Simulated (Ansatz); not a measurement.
A nudged elastic band was laid between two geometries of C₃H₄Al (8 atoms, charge 1, multiplicity 1).

Theory: UKS r2SCAN-D4/def2-SVP in Ansatz.

```json
{
  "movable images": "1",
  "climbing image": "no",
  "spring": "5.0 eV/Å²",
  "optimiser": "quadratic models (default)",
  "start path": "through a guess of the saddle point",
  "force threshold": "0.03 eV/Å",
  "iteration limit": "60",
  "end points": "relaxed"
}
```

Initial state:

```xyz
8
Properties=species:S:1:pos:R:3
C -0.019 2.197 0.199
C -0.008 0.863 0.079
C 0.002 -0.393 -0.035
Al 0.020 -2.353 -0.213
H -0.781 2.804 -0.310
H 0.735 2.715 0.811
H 0.898 -2.801 -1.438
H -0.848 -3.033 0.907
```

Final state:

```xyz
8
Properties=species:S:1:pos:R:3
C 0.086 1.235 -0.019
C -0.476 0.198 0.659
C -0.670 -1.081 0.820
Al 0.479 -0.914 -0.720
H -0.522 1.824 -0.722
H 0.980 1.734 0.385
H 1.356 -1.311 -1.937
H -1.233 -1.685 1.535
```

Problem. Which bonds break or form, and what moves?

Solution. Bonds broken: Al4–H8. Bonds formed: C2–Al4, C3–H8.

Problem. Give the energies along the band, and the barrier.

Solution. The run converged. The highest image is number 0 of 0 to 2, 0.0 kJ/mol above the first end and 169.4 kJ/mol above the last; the last end lies 169.4 kJ/mol below the first. The highest image is an end point: on this band no image between the ends rises above it. So few images can step over the top or miss a turn of the path. The orbitals were unrestricted but ended closed-shell.

```
image  path coordinate (Å)  energy (kJ/mol)  Al4–H8 (Å)  C2–Al4 (Å)  C3–H8 (Å)
    0                 0.00              0.0        1.57        3.23       2.93
    1                 2.35           -144.1        2.60        2.77       1.10
    2                 4.70           -169.4        2.93        2.01       1.09
```

Run time: 70 s on 2 threads of AMD EPYC 7R43 64-Core Processor (Zen 3), with other jobs on the host, peak memory 0.23 GiB.
